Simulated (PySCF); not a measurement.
**Working out the ionisation energy of As**

As [Ar] 3d10 4s2 4p3 (4S) → As⁺ [Ar] 3d10 4s2 4p2 (3P). All numbers are calculated (PySCF 2.14, scalar relativity by spin-free X2C-1e, in aug-cc-pVDZ-DK (6s5p3d, 36 functions)). Frozen: [Ar] 3d10. Energies in hartree (1 hartree = 27.21139 eV):

| part | As (lower) | As⁺ (upper) |
| --- | --- | --- |
| UHF | -2258.917865 | -2258.571121 |
| CCSD correlation | -0.071364 | -0.059123 |
| (T) | -0.001110 | -0.000716 |

Problem. What does Hartree-Fock give?

Solution. (-2258.571121) − (-2258.917865) = 0.346744 hartree = 9.435 eV.

Problem. What do CCSD and CCSD(T) give?

Solution. The CCSD correlation energies differ by 0.012241 hartree = 0.333 eV and the triples by 0.000394 hartree = 0.011 eV, so CCSD gives 9.768 eV and CCSD(T) 9.779 eV.

Measured between the centres of the two terms (NIST): 10.008 eV, so CCSD(T) (valence) is off by -0.229 eV.

A double-zeta basis recovers only part of the correlation energy.

What remains against the reference includes basis incompleteness, the frozen core and higher excitations.
